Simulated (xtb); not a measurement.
Br$_{2}$Hg (SMILES [Br][Hg][Br]), singlet, at a GFN2-xTB geometry (such geometries of metal compounds can be far from the true shape); GFN2-xTB (xtb).

Input for xtb:
```
$ xtb mol.xyz --gfn 2 --acc 1000 --json

# file mol.xyz
3

Hg     0.00000000     0.00000000     0.00000000
Br     0.00000000     0.00000000     2.42322459
Br    -0.00000000    -0.00000000    -2.42322459
```

Q: Write the output that xtb gives for this input, abridged.

A: 
```
   ID    Z sym.   atoms
    1   80 Hg     1
    2   35 Br     2, 3

           -------------------------------------------------
          |                Calculation Setup                |
           -------------------------------------------------

           -------------------------------------------------
          |                 G F N 2 - x T B                 |
           -------------------------------------------------

          ...................................................
          :                      SETUP                      :
          :.................................................:
          :  # basis functions                  24          :
          :  # atomic orbitals                  22          :
          :  # shells                            8          :
          :  # electrons                        16          :
          :  max. iterations                   250          :
          :  Hamiltonian                  GFN2-xTB          :
          :  restarted?                      false          :
          :  GBSA solvation                  false          :
          :  PC potential                    false          :
          :  electronic temp.          300.0000000     K    :
          :  accuracy                 1000.0000000          :
          :  -> integral cutoff          0.2000000E+02      :
          :  -> integral neglect         0.1000000E-04      :
          :  -> SCF convergence          0.1000000E-02 Eh   :
          :  -> wf. convergence          0.1000000E+00 e    :
          :  Broyden damping             0.4000000          :
          :  net charge                          0          :
          :  unpaired electrons                  0          :
          ...................................................

 iter      E             dE          RMSdq      gap      omega  full diag
   1     -9.0302181 -0.903022E+01  0.195E+01    4.29       0.0  T
   2     -9.0342448 -0.402674E-02  0.142E+01    4.30       1.0  T
   3     -9.0377285 -0.348367E-02  0.546E+00    4.32       1.0  T
   4     -9.0382367 -0.508229E-03  0.804E-01    4.44       1.0  T
   5     -9.0382771 -0.403197E-04  0.375E-01    4.44       1.0  T

   *** convergence criteria satisfied after 5 iterations ***

         :::::::::::::::::::::::::::::::::::::::::::::::::::::
         ::                     SUMMARY                     ::
         :::::::::::::::::::::::::::::::::::::::::::::::::::::
         :: total energy              -9.033242434384 Eh    ::
         :: gradient norm              0.000403083329 Eh/a0 ::
         :: HOMO-LUMO gap              4.444215015726 eV    ::
         ::.................................................::
         :: SCC energy                -9.038277328815 Eh    ::
         :: -> isotropic ES            0.024808923609 Eh    ::
         :: -> anisotropic ES          0.003669830426 Eh    ::
         :: -> anisotropic XC         -0.014086575546 Eh    ::
         :: -> dispersion             -0.002378938957 Eh    ::
         :: repulsion energy           0.005034894431 Eh    ::
         :: add. restraining           0.000000000000 Eh    ::
         :: total charge               0.000000000000 e     ::
         :::::::::::::::::::::::::::::::::::::::::::::::::::::

           -------------------------------------------------
          |                Property Printout                |
           -------------------------------------------------

    * Orbital Energies and Occupations

         #    Occupation            Energy/Eh            Energy/eV
      -------------------------------------------------------------
         1        2.0000           -0.8764355             -23.8490
         2        2.0000           -0.8711557             -23.7054
         3        2.0000           -0.5695833             -15.4992
         4        2.0000           -0.4694312             -12.7739
         5        2.0000           -0.4672575             -12.7147
         6        2.0000           -0.4672575             -12.7147
         7        2.0000           -0.4519505             -12.2982
         8        2.0000           -0.4519505             -12.2982 (HOMO)
         9                         -0.2886287              -7.8540 (LUMO)
        10                         -0.1325400              -3.6066
        11                         -0.1325400              -3.6066
        12                         -0.0061452              -0.1672
        13                         -0.0027459              -0.0747
        14                         -0.0027459              -0.0747
        15                          0.0089997               0.2449
        16                          0.0089997               0.2449
        17                          0.0090490               0.2462
        18                          0.0090490               0.2462
        19                          0.0303338               0.8254
       ...                                ...                  ...
        22                          1.5406057              41.9220
      -------------------------------------------------------------
                  HL-Gap            0.1633219 Eh            4.4442 eV
             Fermi-level           -0.3702896 Eh          -10.0761 eV

     #   Z          covCN         q      C6AA      α(0)
     1  80 Hg       1.688     0.241   283.462    29.210
     2  35 Br       0.844    -0.120   188.124    22.114
     3  35 Br       0.844    -0.120   188.124    22.114

 Mol. C6AA /au·bohr⁶  :       1956.970982
 Mol. C8AA /au·bohr⁸  :     149409.402086
 Mol. α(0) /au        :         73.438347

Wiberg/Mayer (AO) data.
largest (>0.10) Wiberg bond orders for each atom

 ---------------------------------------------------------------------------
     #   Z sym  total        # sym  WBO       # sym  WBO       # sym  WBO
 ---------------------------------------------------------------------------
     1  80 Hg   2.094 --     3 Br   1.047     2 Br   1.047
     2  35 Br   1.346 --     1 Hg   1.047     3 Br   0.300
     3  35 Br   1.346 --     1 Hg   1.047     2 Br   0.300
 ---------------------------------------------------------------------------

Topologies differ in total number of bonds
Writing topology from bond orders to xtbtopo.mol

molecular dipole:
                 x           y           z       tot (Debye)
 q only:        0.000       0.000       0.000
   full:       -0.000       0.000       0.000       0.000
molecular quadrupole (traceless):
                xx          xy          yy          xz          yz          zz
 q only:        2.524       0.000       2.524       0.000       0.000      -5.048
  q+dip:        8.725       0.000       8.725       0.000       0.000     -17.450
   full:       10.084      -0.000      10.084       0.000       0.000     -20.168

           -------------------------------------------------
          | TOTAL ENERGY               -9.033242434384 Eh   |
          | GRADIENT NORM               0.000403083329 Eh/α |
          | HOMO-LUMO GAP               4.444215015726 eV   |
           -------------------------------------------------

normal termination of xtb
```
